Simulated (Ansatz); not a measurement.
Cl₂HNbO₂ (`[O]=[Nb]([OH])([Cl])[Cl]`), relaxed with RKS PBE-D4/def2-SVP in Ansatz from a rough embedded geometry. The force threshold is 0.03 eV/Å; the program also tests the step.

Charge 0, multiplicity 1. Nb: def2 effective core potential.

Start:

```xyz
6

O     0.883    0.069   -1.824
Nb    0.392    0.072   -0.105
O    -1.199   -1.125    0.067
Cl    2.107   -0.782    1.298
Cl   -0.175    2.282    0.637
H    -2.009   -0.517   -0.074
```

```json
{"step": "1", "energy (eV)": "-30688.1026", "largest force (eV/Å)": "2.516", "largest move (Å)": "0.000"}
{"step": "2", "energy (eV)": "-30688.5279", "largest force (eV/Å)": "1.467", "largest move (Å)": "0.184"}
{"step": "3", "energy (eV)": "-30688.6623", "largest force (eV/Å)": "1.526", "largest move (Å)": "0.195"}
{"step": "4", "energy (eV)": "-30688.6756", "largest force (eV/Å)": "2.732", "largest move (Å)": "0.195"}
{"step": "5", "energy (eV)": "-30688.8644", "largest force (eV/Å)": "0.161", "largest move (Å)": "0.200"}
{"step": "6", "energy (eV)": "-30688.8733", "largest force (eV/Å)": "0.703", "largest move (Å)": "0.184"}
{"step": "7", "energy (eV)": "-30688.8848", "largest force (eV/Å)": "0.235", "largest move (Å)": "0.071"}
{"step": "8", "energy (eV)": "-30688.8860", "largest force (eV/Å)": "0.057", "largest move (Å)": "0.011"}
{"step": "9", "energy (eV)": "-30688.8861", "largest force (eV/Å)": "0.012", "largest move (Å)": "0.007"}
```

End:

```xyz
6

O     0.689    0.151   -1.652
Nb    0.331    0.197    0.013
O    -1.297   -0.724    0.254
Cl    2.038   -0.872    1.148
Cl    0.107    2.409    0.644
H    -1.867   -1.161   -0.407
```

Hardware: 4 threads of a server CPU on a shared host. Wall time 20 s, peak host memory 0.15 GiB.
